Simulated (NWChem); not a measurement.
Total energies of HClSi

```xyz
3

Si    -0.7507    -0.8137     0.0000
H      0.3276    -1.9106     0.0000
Cl     0.5989     0.7825     0.0000
```
Charge 0, spin multiplicity 1.

The numbers come from NWChem runs, not from measurements. Structure: optimised with PBE0/def2-SVP, a minimum by its harmonic frequencies.

Basis set: 6-311G** (58 functions).

| method | total energy (Ha) |
|---|---|
| RHF | -749.01565 |
| MP2 | -749.23061 |
| B2PLYP | -750.01763 |
| PBE | -749.95594 |
| B3LYP | -750.33225 |
| CAM-B3LYP | -750.31201 |
| CCSD(T) | -749.26798 |

Total energies of different functionals aren't comparable as a measure of quality: only differences taken within one method are. 

The correlated methods keep 10 core orbitals frozen. B3LYP has NWChem's definition, with VWN1-RPA local correlation. The Pople sets run with spherical d functions. The structure started from a generated list of species. No row is a measurement; the coupled-cluster row has its own basis-set and correlation limits.
